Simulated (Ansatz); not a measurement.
Consider the hydrogenolysis of a C–C bond: `C[CH2][Sn][NH2]` + H₂ → `[CH3][Sn][NH2]` + CH₄.

Program: Ansatz. Geometries: PBE0-D4/def2-TZVP. ΔE: electronic, gas phase. CBS: MP2 limit from def2 TZ/QZ plus the TZ coupled-cluster correction, frozen cores. This one scheme is used for every species. DFT in def2-TZVPP. HSE06 is defined as in plane-wave codes. Elements past krypton have def2 core potentials. For Sn outer-core shells are correlated without core-valence functions, which leaves a few kJ/mol of doubt a bond. Each species was taken in one conformer, which may not be the lowest.

`C[CH2][Sn][NH2]`:

Z-matrix (Å, degrees):
```
C
C 1 1.526
H 1 1.094 2 111.7
H 1 1.095 2 112.2 3 120.3
H 1 1.095 2 111.9 3 -119.8
Sn 2 2.205 1 111.6 3 60.0
H 2 1.095 1 110.7 3 -60.2
H 2 1.094 1 110.5 3 -178.6
N 6 2.015 2 92.6 1 -76.9
H 9 1.009 6 124.9 2 -2.0
H 9 1.008 6 123.9 2 177.1
```

H₂:

Cartesian coordinates in Å:
```
H -0.265 0.016 0.262
H 0.265 -0.016 -0.262
```

`[CH3][Sn][NH2]`:

Z-matrix (Å, degrees):
```
C
Sn 1 2.193
H 1 1.091 2 111.9
H 1 1.093 2 110.2 3 121.3
H 1 1.094 2 109.4 3 -120.1
N 2 2.015 1 92.8 3 -171.7
H 6 1.008 2 123.7 1 -179.2
H 6 1.009 2 124.9 1 0.3
```

CH₄:

```xyz
5

C     0.000    0.000    0.000
H     0.197   -0.874   -0.620
H     0.930    0.541    0.170
H    -0.415   -0.318    0.956
H    -0.712    0.652   -0.506
```

```json
{"level": "HSE06", "ΔE (kJ/mol)": "-88.4"}
{"level": "SCS-MP2/def2-TZVPP", "ΔE (kJ/mol)": "-81.5"}
{"level": "MP2/def2-QZVPP", "ΔE (kJ/mol)": "-77.7"}
{"level": "HF/CBS(def2)", "ΔE (kJ/mol)": "-103.7"}
```

Task: What does CCSD(T)/CBS give? (An estimate is asked.)

Result: Ansatz gave: -80.9 kJ/mol. The listed levels differ from it by -7.5, -0.6, 3.2, -22.8 kJ/mol.

Task: What do rigid-rotor, harmonic-oscillator terms from PBE0-D4/def2-TZVP frequencies (298.15 K, 1 bar) make of the CCSD(T)/CBS value? (Best estimate.)

Result: The calculation gave: ΔZPE = +14.0 kJ/mol, ΔH = -68.6 kJ/mol, ΔS = 31 J/(mol·K), ΔG = -77.9 kJ/mol. Modes under 50 cm⁻¹ make the entropy rough.

Largest T1 diagnostic among the species: 0.016.

From BLYP to BHLYP (50 % exact exchange), in def2-TZVPP and without D4, ΔE moves by −3.3 kJ/mol. In def2-TZVPP, CCSD(T) changes the Hartree–Fock value by +21.9 kJ/mol (the triples alone add +4.1 kJ/mol) and MP2 by +25.5 kJ/mol.
